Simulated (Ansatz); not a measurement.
Gas-phase reaction in SMILES: N[SiH](N)N → [NH][SiH](N)N + H atom (the H-N bond at the site shown breaks; other sites are not compared here)
Geometries: B3LYP-D3(BJ)/def2-TZVP minima from Ansatz (a quantum-chemistry and plane-wave program), one conformer each, not searched for the lowest.
Geometry of the first species:
SMILES: N[SiH](N)N
```xyz
11

N      0.0297     1.5786    -0.5506
Si    -0.1744     0.0871     0.2807
N     -0.8936    -0.9443    -0.8847
N      1.1470    -0.8289     0.8907
H      0.1251     2.4404    -0.0379
H      0.4957     1.6246    -1.4433
H     -0.9302     0.4669     1.5010
H     -0.9917    -1.9298    -0.7033
H     -1.6101    -0.5974    -1.5010
H      1.5436    -0.6160     1.7918
H      1.8278    -1.2457     0.2750
```

Wanted: bond dissociation energy (electronic energy difference), in kJ/mol. Correlated levels leave the core frozen unless marked. UHF or UKS for open shells. No spin-orbit coupling. Non-relativistic. CBS(X,Y): correlation extrapolated as X^-3; Hartree-Fock from the larger set.

| level | program | bond dissociation energy (kJ/mol) |
|---|---|---|
| HF/STO-3G | Ansatz | 416.9 |
| PBE0/def2-SVP | Ansatz | 483.0 |
| HSE06/def2-TZVPD | Ansatz | 484.0 |
| MP2/cc-pV(Q+d)Z | Ansatz | 513.6 |
| SCS-MP2/STO-3G | Ansatz | 465.5 |
| SCS-MP2/6-31G | Ansatz | 473.3 |
| CCSD(T)/CBS(aug-cc-pV(T+d)Z,aug-cc-pV(Q+d)Z) | Ansatz | 504.8 |
